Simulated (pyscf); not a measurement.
# SeH•, doublet

Gas-phase minimum from PySCF at ωB97X-D3(BJ)/def2-SVP, one conformer. 

SMILES: [SeH]
```xyz
2

Se     0.6790    -0.1564    -0.4692
H      1.6995     0.8997    -0.4138
```
Charge 0, spin multiplicity 2.

Bond lengths (Å): Se1–H2 1.470.

Properties at ωB97X-D3(BJ)/def2-SVP:

| Quantity | Value |
|---|---|
| Harmonic wavenumbers, unscaled | 2494 cm⁻¹ |
| Zero-point energy | 3.6 kcal/mol |
| Rotational symmetry number | 1 |
| Entropy of this conformer at 298 K and 1 atm, rigid rotor and harmonic oscillator, modes under 100 cm⁻¹ raised to 100 | 204.7 J/(mol K) |
| Dipole moment | 0.72 D |
| Spin expectation value S2 | 0.752 |

Single-point totals, which compare only within one level (frozen core for MP2 and CC):

| level | total energy (hartree) |
|---|---|
| ωB97X-D3(BJ)/def2-TZVP | -2402.04029 |
| PBE/def2-TZVP | -2401.74961 |
| r²SCAN/def2-TZVP | -2402.10111 |
| B3LYP-D3(BJ)/def2-TZVP | -2402.15427 |
| PBE0-D3(BJ)/def2-TZVP | -2401.82921 |
| M06-2X/def2-TZVP | -2402.13834 |
| ωB97M-D3(BJ)/def2-TZVP | -2402.12470 |
| UHF/def2-TZVPP | -2400.40998 |
| MP2/def2-TZVPP | -2400.65843 |
| CCSD/def2-TZVPP | -2400.67208 |
| CCSD(T)/def2-TZVPP | -2400.68002 |

The CCSD(T) − MP2 part came from Ansatz, without density fitting, on the same reference. The frozen core leaves the outer d or s,p core shells of the metals and heavy elements correlated in the MP2 and CC values, and def2-TZVPP describes them poorly, so these totals are far from the basis limit. Left out: orbital degeneracy and the spin-orbit lowering of SeH, which is large for Br, Se, Te and I. Elements up to Kr have no core potential and no relativistic terms here.
